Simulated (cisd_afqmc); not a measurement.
Input (AFQMC/CISD/aug-cc-pVDZ; cisd_afqmc is a phaseless AFQMC code with CISD trial states that reads the integrals written by Ansatz):

Ansatz 0.2 input:
```python
import cisd_afqmc

open("ham.yaml", "w").write("""\
crystal:
  periodic: [false, false, false]
  atoms:
    - {symbol: Se, position_ang: [-0.00000000, -0.00000000, -0.04223725]}
    - {symbol: H, position_ang: [0.00000000, 0.00000000, 1.43606647]}
basis:
  gaussian:
    orbitals: aug-cc-pVDZ
total_charge: -1
magnetization: {spin_polarized: false}
correlation: {method: ccsd, electrons: outside_noble_gas, hamiltonian_folder: ham}
""")
rep = cisd_afqmc.ansatz("ham.yaml")
e_ccsd = rep["correlation"]["coupled_cluster"]["energy"]["hartree"]
out = cisd_afqmc.run("ham", e_ccsd, trial="CISD", walkers=200, populations=8, threads=8, dt=0.005, steps=40, early=24, settle=10, least=32,
    cut=5e-5, rank_cut=2e-4, target=0.0004, seconds=1500, seed=1, memory=17280, gpu=False)
```

Output:

```
orbitals 31, occupied [4], factors 166 of 494, rank of the doubles 57 of 108
E(HF) = -2400.427053
E(CCSD) on the cut factors = -2400.581537, shift to the whole factors -0.000005
Energy of the trial state on the determinant = -2400.581614
  tau behind 7.2 of longer steps, mean of the populations' last blocks
   2.0  -2400.58707
   4.0  -2400.58679
   6.0  -2400.58673
   8.0  -2400.58682
blocks 265 (0 outliers left out), error by blocks joined: 1: 0.00008, 2: 0.00011, 4: 0.00014, 8: 0.00015, 16: 0.00013
E(AFQMC/CISD) = -2400.58684 +/- 0.00015
```
